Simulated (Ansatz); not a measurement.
Isolated molecules relaxed with PBE0-D4/def2-TZVP in Ansatz; ΔE leaves out vibrations. CBS: MP2 limit from def2 TZ/QZ plus the TZ coupled-cluster correction, frozen cores. This one scheme is used for every species. Functionals use def2-TZVPP. HSE06 is defined as in plane-wave codes. Elements past krypton have def2 core potentials. For In outer-core shells are correlated without core-valence functions, which leaves a few kJ/mol of doubt a bond.

Consider the ligand exchange at the In–C bond: `C[CH2][InH2]` + CH₃NH₂ → `C[NH][InH2]` + ethane.

```json
{"level": "revPBE-D4", "ΔE (kJ/mol)": "-54.5"}
{"level": "PBE0-D4", "ΔE (kJ/mol)": "-51.9"}
{"level": "HSE06", "ΔE (kJ/mol)": "-51.9"}
{"level": "CCSD/def2-SVP", "ΔE (kJ/mol)": "-62.1"}
```

Q: What does CCSD(T)/CBS give? (An estimate is asked.)

A: Ansatz gave: -57.1 kJ/mol. The listed levels differ from it by 2.6, 5.2, 5.2, -5.0 kJ/mol.

Q: What do rigid-rotor, harmonic-oscillator terms from PBE0-D4/def2-TZVP frequencies (298.15 K, 1 bar) make of the CCSD(T)/CBS value? (An estimate is asked.)

A: Ansatz gave: ΔZPE = +0.9 kJ/mol, ΔH = -56.8 kJ/mol, ΔS = -23 J/(mol·K), ΔG = -49.8 kJ/mol.

Largest T1 diagnostic among the species: 0.016.

At CCSD(T), def2-SVP lies −6.9 kJ/mol from the extrapolated value and def2-TZVPP +1.5 kJ/mol. From r2SCAN to r2SCAN0 (25 % exact exchange), in def2-TZVPP and without D4, ΔE moves by +4.1 kJ/mol. Leaving LDA and LC-ωPBE aside and taking each functional with its dispersion term where it has one, the values, not all of them listed here, spread over 9.1 kJ/mol, from BLYP-D4 to HSE06-D4. LDA lies −4.2 kJ/mol from PBE without D4.
